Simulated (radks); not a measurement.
Task: The mean radii <r> (bohr) of the occupied orbitals of an atom or ion are listed with their occupations. Calculated with a radial shooting solver on a logarithmic mesh with Libxc functionals: scalar-relativistic Kohn-Sham, LDA (Slater exchange, VWN5 correlation), spin-polarised, spherical densities, finite nucleus; Fermi nuclear charge, rms radius of each element as measured or else 0.836 A^(1/3) + 0.57 fm.

| orbital | occ. | <r> |
|---|---|---|
| 1s | 2 | 0.02842 |
| 2s | 2 | 0.1203 |
| 2p | 6 | 0.1047 |

Name the element and its charge. Open shells, if any, are filled with parallel spins first.

Result: Z = 51, antimony, charge +41: Sb41+ in [Ne]. The 1s radius gives Z: for a bare nucleus <r> = (2 gamma + 1)/(2Z) with gamma = sqrt(1 - (Z/c)^2), 0.028 bohr for Z = 51, and screening makes it slightly larger (0.02842 here). The occupations add up to 10, and the charge is Z minus that.
